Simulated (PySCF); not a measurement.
**What settings do to a single point of [Er(NH3)2]3+**

The sound run of [Er(NH3)2]3+ (singlet in the valence; each metal's 4f electrons, 11 of them, lie in its core potential, out of spins and levels) uses PySCF 2.14.0, RKS BP86, Er lcecp-1-SVP with ECP57, N def2-SVP, H def2-SVP; non-relativistic Hamiltonian with scalar-relativistic core potentials where named; density fitting; no spin-orbit coupling, grid (50, 194), threshold 1e-8 Eh and 55 cycles, at the relaxed geometry:

```xyz
9

Er    0.8802    0.7255   -0.0001
N    -0.1382   -0.1201    1.9274
H     0.3604    0.1096    2.8270
H    -1.1182    0.2133    2.1216
H    -0.2383   -1.1665    1.9844
N    -0.1417   -0.1183   -1.9264
H     0.4348   -0.8022   -2.4832
H    -1.0484   -0.6355   -1.7993
H    -0.3912    0.6046   -2.6515
```

There Er1 has a Mulliken charge of 1.99 e and the dipole about the centre of mass is 4.10 D. Each run below changes one thing and starts from free metal ions and neutral atoms unless it says otherwise; with 55 cycles, smearing, a level shift and second-order steps follow where DIIS fails, and their cycles count. Energy shifts count from the sound run. On f atoms grids over 110 angular points are at least (60, 302).

```tsv
change	outcome	cycles	energy shift (eV)	largest force component (eV/Å)	charge on Er1 (e)	dipole about the centre of mass (D)
grid (40, 110)	converged	11	-0.0026	0.03	1.99	4.10
start from a density of up to 30 smeared cycles (not counted)	converged	6	0.0000	0.01	1.99	4.10
all coordinates × 1.12	converged	11	1.93	3.24	2.01	4.48
```

Problem. One further run converged with energy shift (eV) 616.19, largest force component (eV/Å) 2628.41, charge on Er1 (e) 3.23, dipole about the centre of mass (D) 12.06. Which change was it?
A. charge changed by +4, spin kept, limit 82 cycles
B. threshold 0.001
C. N6 put 0.5 Å from Er1, limit 80 cycles

Solution. C.

Problem. And the other changes listed?

Solution. 
```json
{"change": "charge changed by +4, spin kept, limit 82 cycles", "outcome": "converged", "cycles": "24", "energy shift (eV)": "–", "largest force component (eV/Å)": "9.56", "charge on Er1 (e)": "2.89", "dipole about the centre of mass (D)": "21.26"}
{"change": "threshold 0.001", "outcome": "converged", "cycles": "6", "energy shift (eV)": "0.0046", "largest force component (eV/Å)": "0.13", "charge on Er1 (e)": "2.00", "dipole about the centre of mass (D)": "4.06"}
```

Unsound on purpose, so not properties of the compound: N6 put 0.5 Å from Er1, limit 80 cycles; charge changed by +4, spin kept, limit 82 cycles.

Forces carry noise of the integration grid, about 0.01 to 0.03 eV/Å.

No frequency check is given that shows the relaxed geometry to be a minimum, and it was reached by following one of several unstable modes of a saddle point. An lcecp potential fixes the number of 4f electrons, so in runs with it no electron can move into or out of that shell.
